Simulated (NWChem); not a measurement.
Program: NWChem. System: C4H5Cl, charge 0, spin multiplicity 1, at a geometry optimised with B3LYP/def2-SVP. The structure started from a generated list of species. Level: LDA (SVWN5)/def2-TZVP.

Input file:

```
start mol
memory heap 200 mb stack 800 mb global 1000 mb
geometry units angstroms nocenter noautoz
  Cl     0.064660    -1.785092     0.000000
  C      0.062581    -0.057471     0.000000
  C      1.032411     0.870430     0.000000
  C      0.027207     2.012226     0.000000
  C     -1.093848     0.913050     0.000000
  H      2.122561     0.829161     0.000000
  H      0.036471     2.653705     0.897098
  H      0.036471     2.653705    -0.897098
  H     -1.732412     0.890299     0.897886
  H     -1.732412     0.890299    -0.897886
  symmetry group Cs
end
basis spherical
  * library def2-tzvp
end
dft
  xc slater vwn_5
  semidirect memsize 60000000 filesize 0
  iterations 100
end
task dft energy
```

Output (cleaned and shortened):

```
             Northwest Computational Chemistry Package (NWChem) 7.3.0
             --------------------------------------------------------

                                NWChem Input Module
                                -------------------

 Scaling coordinates for geometry "geometry" by  1.889725989
 (inverse scale =  0.529177249)

 Turning off AUTOSYM since
 SYMMETRY directive was detected!

                             Geometry "geometry" -> ""
                             -------------------------

 Output coordinates in angstroms (scale by  1.889725989 to convert to a.u.)

  No.       Tag          Charge          X              Y              Z
 ---- ---------------- ---------- -------------- -------------- --------------
    1 Cl                  17.0000     0.06466000    -1.78509200     0.00000000
    2 C                    6.0000     0.06258100    -0.05747100     0.00000000
    3 C                    6.0000     1.03241100     0.87043000     0.00000000
    4 C                    6.0000     0.02720700     2.01222600     0.00000000
    5 C                    6.0000    -1.09384800     0.91305000     0.00000000
    6 H                    1.0000     2.12256100     0.82916100     0.00000000
    7 H                    1.0000     0.03647100     2.65370500     0.89709800
    8 H                    1.0000     0.03647100     2.65370500    -0.89709800
    9 H                    1.0000    -1.73241200     0.89029900     0.89788600
   10 H                    1.0000    -1.73241200     0.89029900    -0.89788600

 Effective nuclear repulsion energy (a.u.)     200.4795497722

            Nuclear Dipole moment (a.u.)
            ----------------------------
        X                 Y               Z
 ---------------- ---------------- ----------------
     0.0000094486     0.0000283459     0.0000000000

      Symmetry information
      --------------------

 Group name             Cs
 Group number              2
 Group order               2
 No. of unique centers     8

      Symmetry unique atoms

     1    2    3    4    5    6    7    9


 Summary of "ao basis" -> "" (spherical)
 ------------------------------------------------------------------------------
       Tag                 Description            Shells   Functions and Types
 ---------------- ------------------------------  ------  ---------------------
 *                         def2-tzvp                  on all atoms

                                 NWChem DFT Module
                                 -----------------

 Summary of "ao basis" -> "ao basis" (spherical)
 ------------------------------------------------------------------------------
       Tag                 Description            Shells   Functions and Types
 ---------------- ------------------------------  ------  ---------------------
 Cl                        def2-tzvp                13       37   5s5p2d1f
 C                         def2-tzvp                11       31   5s3p2d1f
 H                         def2-tzvp                 4        6   3s1p

 Summary of "ao basis" -> "ao basis" (spherical)
 ------------------------------------------------------------------------------
       Tag                 Description            Shells   Functions and Types
 ---------------- ------------------------------  ------  ---------------------
 Cl                        def2-tzvp                13       37   5s5p2d1f
 C                         def2-tzvp                11       31   5s3p2d1f
 H                         def2-tzvp                 4        6   3s1p

      Symmetry analysis of basis
      --------------------------

        a'        126
        a"         65

            General Information
            -------------------
          SCF calculation type: DFT
          Wavefunction type:  closed shell.
          No. of atoms     :    10
          No. of electrons :    46
           Alpha electrons :    23
            Beta electrons :    23
          Charge           :     0
          Spin multiplicity:     1
          Use of symmetry is: on ; symmetry adaption is: on
          Maximum number of iterations: 100
          AO basis - number of functions:   191
                     number of shells:    77
          Convergence on energy requested:  1.00D-06
          Convergence on density requested:  1.00D-05
          Convergence on gradient requested:  5.00D-04

              XC Information
              --------------
                        Slater Exchange Functional  1.000 local
                      VWN V Correlation Functional  1.000 local

             Grid Information
             ----------------
          Grid used for XC integration:  medium
          Radial quadrature: Mura-Knowles
          Angular quadrature: Lebedev.
          Tag              B.-S. Rad. Rad. Pts. Rad. Cut. Ang. Pts.
          ---              ---------- --------- --------- ---------
          Cl                  1.00       88          12.0       590
          C                   0.70       49          11.0       434
          H                   0.35       45          11.0       434
          Grid pruning is: on
          Number of quadrature shells:   419
          Spatial weights used:  Erf1

          Convergence Information
          -----------------------
          Convergence aids based upon iterative change in
          total energy or number of iterations.
          Levelshifting, if invoked, occurs when the
          HOMO/LUMO gap drops below (HL_TOL):  1.00D-02
          DIIS, if invoked, will attempt to extrapolate
          using up to (NFOCK): 10 stored Fock matrices.

                    Damping( 0%)  Levelshifting(0.5)       DIIS
                  --------------- ------------------- ---------------
          dE  on:    start            ASAP                start
          dE off:    2 iters        100 iters           100 iters

      Screening Tolerance Information
      -------------------------------
          Density screening/tol_rho:  1.00D-10
          AO Gaussian exp screening on grid/accAOfunc:  14
          CD Gaussian exp screening on grid/accCDfunc:  20
          XC Gaussian exp screening on grid/accXCfunc:  20
          Schwarz screening/accCoul:  1.00D-08

      Superposition of Atomic Density Guess
      -------------------------------------

 Sum of atomic energies:        -612.66204741

      Non-variational initial energy
      ------------------------------

 Total energy =    -615.692541
 1-e energy   =   -1237.378941
 2-e energy   =     421.206850
 HOMO         =      -0.271408
 LUMO         =       0.028366

      Symmetry analysis of molecular orbitals - initial
      -------------------------------------------------

  Numbering of irreducible representations:

     1 a'          2 a"

  Orbital symmetries:

     1 a'          2 a'          3 a'          4 a'          5 a'
     6 a'          7 a'          8 a'          9 a"         10 a'
    11 a'         12 a'         13 a'         14 a'         15 a'
    16 a"         17 a'         18 a"         19 a"         20 a'
    21 a'         22 a'         23 a"         24 a"         25 a'
    26 a'         27 a'         28 a'         29 a"         30 a"
    31 a'         32 a'         33 a'

------------------------------------------------------------
EAF file 0: "./mol.aoints.0" size=524288 bytes
------------------------------------------------------------
               write      read    awrite     aread      wait
               -----      ----    ------     -----      ----
     calls:        1         0         0         0         0
   data(b): 5.24e+05  0.00e+00  0.00e+00  0.00e+00
   time(s): 0.00e+00  0.00e+00  0.00e+00  0.00e+00  0.00e+00
rate(mb/s): 0.00e+00  0.00e+00
------------------------------------------------------------

   convergence    iter        energy       DeltaE   RMS-Dens  Diis-err    time
 ---------------- ----- ----------------- --------- --------- ---------  ------
 d= 0,ls=0.0,diis     1   -612.6309728454 -8.13D+02  3.21D-02  2.52D+00    13.4
 d= 0,ls=0.0,diis     2   -612.6327123432 -1.74D-03  5.59D-03  8.01D-01    16.6
 d= 0,ls=0.0,diis     3   -612.5085114799  1.24D-01  3.75D-03  1.63D+00    20.4
 d= 0,ls=0.0,diis     4   -612.7210197060 -2.13D-01  1.10D-03  3.69D-02    24.1
 d= 0,ls=0.0,diis     5   -612.7247354450 -3.72D-03  4.75D-04  1.17D-02    27.1
  Resetting Diis
 d= 0,ls=0.0,diis     6   -612.7263070636 -1.57D-03  7.40D-05  2.99D-04    29.9
 d= 0,ls=0.0,diis     7   -612.7263348033 -2.77D-05  6.03D-05  5.14D-05    32.8
 d= 0,ls=0.0,diis     8   -612.7263218858  1.29D-05  3.77D-05  1.57D-04    35.7
 d= 0,ls=0.0,diis     9   -612.7263407849 -1.89D-05  6.36D-06  2.03D-06    38.7
 d= 0,ls=0.0,diis    10   -612.7263409874 -2.02D-07  2.18D-06  3.96D-07    41.7

         Total DFT energy =     -612.726340987382
      One electron energy =    -1241.328951739826
           Coulomb energy =      476.870307188514
    Exchange-Corr. energy =      -48.747246208299
 Nuclear repulsion energy =      200.479549772229

 Numeric. integr. density =       46.000011890548

     Total iterative time =     39.8s

                  Occupations of the irreducible representations
                  ----------------------------------------------

                     irrep           alpha         beta
                     --------     --------     --------
                     a'               18.0         18.0
                     a"                5.0          5.0

                       DFT Final Molecular Orbital Analysis
                       ------------------------------------

 Vector   21  Occ=2.000000D+00  E=-3.101935D-01  Symmetry=a'
              MO Center=  1.2D-01,  9.8D-01,  3.3D-15, r^2= 3.0D+00
   Bfn.  Coefficient  Atom+Function         Bfn.  Coefficient  Atom+Function
  ----- ------------  ---------------      ----- ------------  ---------------
   105      0.245719   4 C  px              136     -0.210441   5 C  px
    74     -0.189978   3 C  px              108      0.189509   4 C  px
    75      0.157143   3 C  py              163     -0.156852   6 H  s
    77     -0.142790   3 C  px               78      0.122812   3 C  py
   139     -0.123221   5 C  px               15      0.119243   1 Cl px

 Vector   22  Occ=2.000000D+00  E=-2.729078D-01  Symmetry=a'
              MO Center= -1.0D-02, -1.2D+00, -5.6D-16, r^2= 2.5D+00
   Bfn.  Coefficient  Atom+Function         Bfn.  Coefficient  Atom+Function
  ----- ------------  ---------------      ----- ------------  ---------------
    15      0.475534   1 Cl px               18      0.347779   1 Cl px
    12      0.241182   1 Cl px                6     -0.193733   1 Cl px
    43     -0.136570   2 C  px              137     -0.127682   5 C  py
   140     -0.098344   5 C  py               46     -0.097249   2 C  px
   136      0.094474   5 C  px                9     -0.086092   1 Cl px

 Vector   23  Occ=2.000000D+00  E=-2.232339D-01  Symmetry=a"
              MO Center=  3.6D-01,  1.1D-01, -2.4D-15, r^2= 3.2D+00
   Bfn.  Coefficient  Atom+Function         Bfn.  Coefficient  Atom+Function
  ----- ------------  ---------------      ----- ------------  ---------------
    76     -0.279356   3 C  pz               17      0.277520   1 Cl pz
    45     -0.236783   2 C  pz               20      0.235049   1 Cl pz
    79     -0.231249   3 C  pz               48     -0.203419   2 C  pz
    82     -0.176880   3 C  pz               14      0.145022   1 Cl pz
    51     -0.122644   2 C  pz                8     -0.113405   1 Cl pz

 Vector   24  Occ=0.000000D+00  E=-4.118405D-02  Symmetry=a"
              MO Center=  4.6D-01,  3.6D-01,  5.1D-15, r^2= 2.9D+00
   Bfn.  Coefficient  Atom+Function         Bfn.  Coefficient  Atom+Function
  ----- ------------  ---------------      ----- ------------  ---------------
    82     -0.594675   3 C  pz               51      0.546530   2 C  pz
    45      0.334351   2 C  pz               76     -0.310851   3 C  pz
    48      0.298823   2 C  pz               79     -0.255143   3 C  pz
    20     -0.247255   1 Cl pz              182     -0.208980   9 H  s
   188      0.208980  10 H  s                17     -0.109618   1 Cl pz

 Vector   25  Occ=0.000000D+00  E= 2.739226D-03  Symmetry=a'
              MO Center=  8.3D-02, -1.0D+00, -8.4D-16, r^2= 3.5D+00
   Bfn.  Coefficient  Atom+Function         Bfn.  Coefficient  Atom+Function
  ----- ------------  ---------------      ----- ------------  ---------------
    42      2.533433   2 C  s                73     -1.363678   3 C  s
   104      1.341517   4 C  s               135     -1.097880   5 C  s
    80      0.982933   3 C  px               41      0.818552   2 C  s
    19     -0.689417   1 Cl py              164     -0.668973   6 H  s
    50      0.557414   2 C  py                5     -0.477169   1 Cl s

 Vector   26  Occ=0.000000D+00  E= 1.864936D-02  Symmetry=a'
              MO Center= -7.8D-01,  1.8D+00,  4.5D-16, r^2= 6.2D+00
   Bfn.  Coefficient  Atom+Function         Bfn.  Coefficient  Atom+Function
  ----- ------------  ---------------      ----- ------------  ---------------
   104      3.220765   4 C  s               135      2.330259   5 C  s
    73     -1.475872   3 C  s               170     -1.305005   7 H  s
   176     -1.305005   8 H  s               182     -1.228043   9 H  s
   188     -1.228043  10 H  s                42     -1.041962   2 C  s
   143     -0.657542   5 C  py               49      0.507917   2 C  px

 center of mass
 --------------
 x =   0.02838722 y =  -0.20580415 z =   0.00000000

 moments of inertia (a.u.)
 ------------------
         706.508294230940          20.068284143237           0.000000000000
          20.068284143237         147.022806166256           0.000000000000
           0.000000000000           0.000000000000         830.339322585260

     Multipole analysis of the density
     ---------------------------------

     L   x y z        total         alpha         beta         nuclear
     -   - - -        -----         -----         ----         -------
     0   0 0 0      0.000000    -23.000000    -23.000000     46.000000

     1   1 0 0     -0.086161     -0.043085     -0.043085      0.000009
     1   0 1 0      0.647185      0.323578      0.323578      0.000028
     1   0 0 1      0.000000      0.000000      0.000000      0.000000

     2   2 0 0    -26.388724    -56.375134    -56.375134     86.361544
     2   1 1 0      0.019985      6.057777      6.057777    -12.095570
     2   1 0 1     -0.000000     -0.000000     -0.000000      0.000000
     2   0 2 0    -27.293871   -200.039480   -200.039480    372.785090
     2   0 1 1      0.000000      0.000000      0.000000      0.000000
     2   0 0 2    -27.950058    -19.727957    -19.727957     11.505856

 Task  times  cpu:       41.8s     wall:       41.8s

 Total times  cpu:       41.8s     wall:       41.8s
```
